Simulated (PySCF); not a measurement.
CH5BS.

```xyz
8

B     -0.6066    -1.4541     0.0000
H     -0.1615    -2.5556     0.0000
H     -1.7744    -1.2315     0.0000
S      0.5702    -0.1513     0.0000
C     -0.4004     1.3951     0.0000
H     -0.1449     1.9717     0.8869
H     -0.1449     1.9717    -0.8869
H     -1.4626     1.1655     0.0000
```
Charge 0, spin multiplicity 1.

The structure is a stationary point at B3LYP-D3(BJ)/def2-TZVP.

Computed with PBE0/pcSseg-2 (PySCF). Non-relativistic, no solvent.

Task: Give the absolute GIAO shielding of each atom: isotropic value and principal components (ppm). (Estimate from the structure and the level; the computed values follow.)

Result: 
| atom | σ(iso) | σ11 | σ22 | σ33 | span |
|---|---|---|---|---|---|
| B1 | 29.7 | -41.6 | 13.3 | 117.3 | 158.9 |
| H2 | 24.7 | 19.5 | 26.5 | 28.2 | 8.7 |
| H3 | 24.4 | 17.8 | 26.6 | 28.7 | 10.9 |
| S4 | 359.2 | 44.1 | 463.2 | 570.3 | 526.2 |
| C5 | 157.3 | 131.5 | 149.9 | 190.5 | 59.1 |
| H6 | 28.9 | 24.4 | 26.9 | 35.5 | 11.0 |
| H7 | 28.9 | 24.4 | 26.9 | 35.5 | 11.0 |
| H8 | 28.9 | 24.9 | 27.2 | 34.5 | 9.5 |
